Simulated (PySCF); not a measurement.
Calculation: B3LYP-D3(BJ)/def2-TZVP // PBE0-D3(BJ)/def2-SVP in PySCF. All species are isolated molecules in the gas phase. One relaxed conformer stands for a flexible species; it need not be the lowest. B3LYP has the VWN-RPA correlation part, as in Gaussian. Excitations are Tamm–Dancoff values on a coarser integration grid. The basis has no diffuse functions, so Rydberg states are missing or too high.

Reference species (SMILES): `[SiH3][Sn]([SiH3])([SiH3])[SiH3]` (neutral, multiplicity 1).

* **S1 excitation (TDA)**: 5.93 eV
* **HOMO**: -7.40 eV
* **LUMO**: -0.70 eV

Changed species: `C[CH2][Sn]([SiH3])([SiH3])[CH2]C` (C–C–Sn–Si torsion 63°, Si–Sn–C–C torsion -56°) (2 of 4 SiH3 replaced by C2H5; the reference has 0 of 4 SiH3 replaced by C2H5).

Give the shifts of the S1 excitation (TDA), HOMO and LUMO.

the S1 excitation (TDA) stays essentially unchanged; the HOMO rises by 0.38 eV, to -7.02 eV; the LUMO rises by 0.34 eV, to -0.36 eV.
